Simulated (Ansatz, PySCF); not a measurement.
This singlet lies 1.44 eV below the relaxed triplet at the level frozen-core CCSD(T)/cc-pVDZ // PBE0-D3(BJ)/def2-TZVP (Ansatz, a program for electronic structure).

# H5GeNSi, SMILES `[NH2][Ge][SiH3]` (lower singlet) (charge 0, multiplicity 1)

The numbers are results of PBE-D3(BJ)/def2-TZVP // PBE0-D3(BJ)/def2-TZVP run with PySCF 2.14.0, not measurements.

```
Quantity                               Result
-------------  ------------------------------
HOMO                                 -5.21 eV
dipole moment                          1.95 D
HOMO–LUMO gap                         2.45 eV
LUMO                                 -2.77 eV
total energy                     -65953.68 eV
cost           around 40 core-seconds (rough)
```

```xyz
8

N      1.7926    -0.0383    -0.0247
Ge     0.6882    -1.2610     0.7448
Si    -1.3514    -0.0373     0.0577
H      1.5101     0.7925    -0.5217
H      2.7951    -0.1405     0.0158
H     -2.1706     0.3598     1.2412
H     -2.2288    -0.8837    -0.8042
H     -1.0353     1.2086    -0.7089
```
